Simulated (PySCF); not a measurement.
C3H8NOSi (doublet state).
Atom-mapped SMILES: `[CH2:1][O:2][SiH2:3]/[CH:4]=[N:5]/[CH3:6]` (hydrogens: H7, H8 on C1; H9, H10 on Si3; H11 on C4; H12, H13, H14 on C6)

Geometry (GFN2-xTB, Å), atoms numbered from 1 in this order:
```
atom  x, y, z in Å
C1    -3.304    0.070    0.415
O2    -1.982    0.048    0.312
Si3   -0.953   -0.037   -0.961
C4     0.680   -0.003   -0.032
N5     1.769   -0.050   -0.660
C6     3.014   -0.024    0.040
H7    -3.924    0.025   -0.459
H8    -3.713    0.131    1.404
H9    -1.173   -1.274   -1.718
H10   -1.143    1.109   -1.856
H11    0.666    0.060    1.071
H12    3.569   -0.926   -0.220
H13    3.588    0.831   -0.321
H14    2.906    0.040    1.132
```

The hyperfine couplings belong to this conformer and change with its torsions.

Method: UKS B3LYP, pcH-1 on C H N O Si, non-relativistic, mean-field spin-orbit, GIAO in PySCF 2.14.0. The structure is a single GFN2-xTB conformer in the gas phase; no vibrational or solvent corrections. The geometry wasn't refined by DFT: couplings that depend on bond lengths, twists or pyramidal angles can differ widely from those at the functional's own minimum. Stability of the SCF solution: not tested.

Problem. Match the computed a_iso(13C) values +83.3, -2.9 MHz with the sites C1; C4.

Solution. 
| site | a_iso (MHz) | ρ(0) (bohr⁻³) | position | distance from C1 (Å) | spin population | largest \|T\| (MHz) |
| --- | --- | --- | --- | --- | --- | --- |
| C1 | +83.3 | +0.0742 | largest spin population | 0.00 | +0.97 | 157.0 |
| C4 | -2.9 | -0.0026 | 3 bonds from C1 | 4.01 | -0.01 | 1.0 |

ρ(0) is the spin density at the nucleus and T the dipolar tensor; a_iso includes a spin–orbit part; entries for several nuclei are means. The Mulliken spin populations are largest on C1 (+0.97) and O2 (+0.10). C1 is the only atom above +0.15. The angles at C1 add up to 360.0°, so it is planar; its axial dipolar tensor and the negative couplings of its protons fit spin in a p orbital normal to that plane.

Class means assume fast exchange of nuclei equivalent by connectivity; if that motion is slow, each nucleus keeps its own coupling. H7 and H8 aren't averaged: C1 is flat or nearly so (angle sum 360°), and its turn about the short C1–O2 bond (1.33 Å) is taken as slow.
